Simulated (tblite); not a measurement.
Species: C5H8F3 (doublet state).
Z-matrix (Å and degrees, GFN2-xTB geometry), rows numbered from 1:
```
C 
C   1  1.5226
C   2  1.5412  1  111.02
C   3  1.4760  2  111.91  1    66.80
F   4  1.3459  3  117.15  2    56.70
C   3  1.5454  2  108.91  1  -171.33
F   6  1.3533  3  110.88  2    59.14
F   6  1.3535  3  110.41  2   176.25
H   1  1.0877  2  110.62  3    61.17
H   1  1.0876  2  110.49  3   -58.97
H   1  1.0868  2  110.08  3  -179.00
H   2  1.0907  1  109.78  3  -120.62
H   2  1.0915  1  109.84  3   120.48
H   3  1.0941  2  110.04  1   -54.04
H   4  1.0741  3  125.55  2  -147.06
H   6  1.0998  3  112.96  2   -62.44
```

The geometry is computed with GFN2-xTB (gas phase). This method treats the open shell by occupation alone, without spin polarisation.

Masses are those of the commonest isotopes; rigid-rotor values at the optimised geometry. The values belong to one conformer with, in the numbering `[CH3:1][CH2:2][C@@H:3]([CH:4][F:5])[CH:6]([F:7])[F:8]`, C1–C2–C3–C4 67°, C2–C3–C4–F5 57°, C2–C3–C6–F7 59°.

Q: What are A, B and C (cm⁻¹)?

A: Ia = 209.75, Ib = 327.32, Ic = 471.20 u·Å²; 505379 MHz·u·Å²/I gives 2409, 1544 and 1073 MHz, that is A = 0.08037, B = 0.05150, C = 0.03578 cm⁻¹.

Q: What kind of rotor is it?

A: An asymmetric top. Ray's parameter κ = (2B − A − C)/(A − C) = -0.295; −1 is the prolate and +1 the oblate limit.

Q: Is it planar, by Δ = Ic − Ia − Ib?

A: Not planar: Δ = Ic − Ia − Ib = -65.87 u·Å². For a rigid frame Δ = −2 Σ m c², so Σ m c² = 32.94 u·Å² lies off the ab plane: 9.86 from hydrogen and 23.07 from heavier atoms. The atom farthest from that plane is 1.43 Å away.

Q: List the rotational levels J(Ka,Kc) to J = 4 (K).

A: Above 0(0,0), as E/k:
J = 1: 1(0,1) 0.126, 1(1,1) 0.167, 1(1,0) 0.190
J = 2: 2(0,2) 0.370, 2(1,2) 0.396, 2(1,1) 0.464, 2(2,1) 0.588, 2(2,0) 0.595
J = 3: 3(0,3) 0.722, 3(1,3) 0.735, 3(1,2) 0.869, 3(2,2) 0.965, 3(2,1) 0.996, 3(3,1) 1.233, 3(3,0) 1.234
J = 4: 4(0,4) 1.176, 4(1,4) 1.181, 4(1,3) 1.398, 4(2,3) 1.462, 4(2,2) 1.541, 4(3,2) 1.746, 4(3,1) 1.756, 4(4,1) 2.107, 4(4,0) 2.107

Q: Estimate the classical rotational partition function at 100 K, 298.15 K and 500 K.

A: Point group C1, symmetry number σ = 1; q = (√π/σ)·√((kT/h)³/(ABC)), k/h = 20836.6 MHz/K: 84400 at 100 K, 434000 at 298.15 K, 944000 at 500 K.

For this open shell read J as N, the rotation without spin; fine and hyperfine splittings come on top. Its GFN2-xTB frequencies are all real (lowest 59 cm⁻¹). No vibrational averaging or centrifugal distortion is included, and the geometry carries the error of its method.
